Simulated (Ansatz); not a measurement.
Reaction (cleavage of the B–Si bond): `CB(N)[SiH2]O` + CH₃OH → `COB(C)N` + `O[SiH3]`

Gas-phase electronic energies from Ansatz, PBE0-D4/def2-TZVP geometries. CCSD(T)/CBS is the MP2 limit (def2-TZVPP, def2-QZVPP) plus CCSD(T) − MP2 in def2-TZVPP, frozen cores. This one scheme is used for every species. DFT in def2-TZVPP. B3LYP here is the variant with VWN-RPA as its local correlation; programs differ in this. One conformer a species, not always the lowest.

```csv
level,ΔE (kJ/mol),difference from CCSD(T)/CBS
PBE-D4,-123.7,15.8
r2SCAN-D4,-140.4,-0.9
PBE0-D4,-130.6,8.9
B3LYP-D4,-140.6,-1.1
r2SCAN,-140.6,-1.1
PBE0,-131.6,7.9
B3LYP,-142.1,-2.6
HF/def2-TZVPP,-161.9,-22.4
CCSD/def2-TZVPP,-144.2,-4.7
CCSD(T)/def2-TZVPP,-141.8,-2.3
HF/def2-QZVPP,-162.6,-23.1
MP2/def2-QZVPP,-145.4,-5.9
SCS-MP2/def2-QZVPP,-146.7,-7.2
HF/CBS(def2),-162.7,-23.2
MP2/CBS(def2),-144.2,-4.7
CCSD/CBS(def2),-141.9,-2.4
CCSD(T)/CBS,-139.5,0
```

Largest T1 diagnostic among the species: 0.012.

In def2-TZVPP, CCSD(T) changes the Hartree–Fock value by +20.2 kJ/mol (the triples alone add +2.4 kJ/mol) and MP2 by +15.4 kJ/mol. From PBE to PBE0 (25 % exact exchange), in def2-TZVPP and without D4, ΔE moves by −7.0 kJ/mol.
